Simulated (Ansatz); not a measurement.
Energy needed to pull apart CH₂GaO (SMILES O=[C][GaH2]), doublet, into free ground-state atoms, from the structure below (displaced at random from a GFN2-xTB minimum); no zero-point or spin–orbit terms; open-shell atoms are treated unrestricted, in their ground-state multiplicity.

```csv
atom,x (Å),y (Å),z (Å)
O1,0.5985,-1.6399,1.6720
C2,0.8407,-0.5980,1.1409
Ga3,-0.3110,0.3004,-0.4507
H4,-1.4334,-0.1071,-1.4267
H5,0.3872,1.6332,-0.8027
```

Ansatz 0.2.0; basis: def2-TZVPP; cores frozen in the correlated methods; orbitals are unrestricted. Filled d shells of the heavier atoms are correlated. The def2 sets are not built for correlating such inner shells, so the correlated values are less sure here.

| method | atomization energy (kJ/mol) |
| --- | --- |
| PBE-D4 | 1605 |
| r2SCAN-D4 | 1565 |
| PBE0-D4 | 1538 |
| BHLYP-D4 | 1450 |
| CAM-B3LYP-D4 | 1544 |
| wB97M-V | ? |
| HF | ? |
| MP2 | 1547 |
| CCSD | 1466 |
| CCSD(T) | 1506 |

Problem. What does wB97M-V give? (Judge from chemistry; the value comes from the calculation.)

Solution. By the calculation: 1542 kJ/mol, which is about 35 kJ/mol more than CCSD(T)/def2-TZVPP.

Problem. What does HF give? (To be estimated.)

Solution. The calculation gives: 1011 kJ/mol, which is about 495 kJ/mol less than CCSD(T)/def2-TZVPP.

In triple zeta the MP2 and coupled-cluster atomization energies are still short of their basis limit by a few kcal/mol a bond, whereas those of the functionals are nearly converged, so these differences are not deviations from converged CCSD(T).

T1 diagnostic: at most 0.023. ⟨S²⟩ of the unrestricted Hartree–Fock references: 0.78 (a pure state has 0.75).

For scale, one of the runs: CCSD(T)/def2-TZVPP forces, 138 basis functions (an equivalent command: `ansatz run in.yaml --threads 4`). Time: 4.5 min of wall clock on 4 CPU threads; the host was shared. Peak host memory: 3.3 GiB.
